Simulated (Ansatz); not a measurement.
Basis sets compared for the cluster PbSe₂⁻ (the lowest doublet isomer of a short search). The state is a doublet with charge -1. Geometry r2SCAN-D4/def2-TZVPD. Ansatz on 4 threads of Arm Neoverse V2 on a shared host; times are rough, and most runs start from earlier orbitals.

```csv
atom,x (Å),y (Å),z (Å)
Pb1,-0.0914,-0.5601,0.4810
Se2,-0.2323,1.7820,1.4557
Se3,0.3238,-1.2219,-1.9367
```

In the def2 sets Pb takes a core potential; there is no spin–orbit coupling. The structure comes from a short search, and lower isomers may exist.

```json
{"level": "PBE-D4/def2-SVPD", "functions": "114", "energy (Eh)": "-4994.8616", "HOMO (eV)": "-0.80", "LUMO (eV)": "-0.22", "wall time": "2.3 s"}
{"level": "PBE0-D4/def2-SVPD", "functions": "114", "energy (Eh)": "-4994.9737", "HOMO (eV)": "-1.74", "LUMO (eV)": "0.39", "wall time": "3.2 s"}
```

(1) Estimate the rows for PBE-D4/def2-TZVPD, PBE0-D4/def2-TZVPD.

## Answers

(1) 
| level | functions | energy (Eh) | HOMO (eV) | LUMO (eV) | wall time |
| --- | --- | --- | --- | --- | --- |
| PBE-D4/def2-TZVPD | 170 | -4995.4526 | -0.77 | -0.17 | 3.3 s |
| PBE0-D4/def2-TZVPD | 170 | -4995.5638 | -1.71 | 0.45 | 6.5 s |
